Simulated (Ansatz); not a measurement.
C$_{3}$H$_{8}$BNO, SMILES `C=C(N)B(C)O`, relaxed with RKS PBE-D4/def2-SVP in the Gaussian-basis code of Ansatz from a rough embedded geometry. The force threshold is 0.03 eV/Å; the program also tests the step.

Charge 0, multiplicity 1.

Start:

```xyz
14

C    -1.061   -1.734   -0.310
C    -0.156   -0.778   -0.323
N     0.970   -0.959   -1.171
B    -0.217    0.533    0.611
C     0.869    1.639    0.567
O    -1.462    0.725    1.435
H    -1.015   -2.592   -0.899
H    -1.972   -1.572    0.336
H     1.756   -0.290   -1.148
H     1.090   -1.841   -1.731
H     0.570    2.433    1.282
H     1.828    1.170    0.941
H     0.934    2.071   -0.451
H    -2.133    1.196    0.861
```

Problem. By how much does the energy fall, and how many steps does the optimiser take? (Best estimate.)

Solution. The calculation gave: 116.37 kJ/mol, in 12 steps.

Problem. Which bonds change most? (Estimate.)

Solution. The calculation gave: B4–O6 from 1.505 to 1.367 Å; C1–H7 from 1.041 to 1.103 Å; C1–C2 from 1.317 to 1.367 Å; C2–N3 from 1.421 to 1.385 Å.

Problem. Give the relaxed structure. (An estimate is asked.)

Solution. Ansatz gave: 
```xyz
14

C    -1.107   -1.689   -0.161
C    -0.200   -0.693   -0.393
N     0.822   -0.791   -1.321
B    -0.300    0.663    0.431
C     0.953    1.596    0.670
O    -1.501    1.056    0.953
H    -1.073   -2.668   -0.667
H    -1.905   -1.558    0.587
H     1.610   -0.152   -1.225
H     1.072   -1.712   -1.685
H     0.750    2.397    1.408
H     1.844    1.022    1.002
H     1.241    2.094   -0.284
H    -2.208    0.436    0.685
```
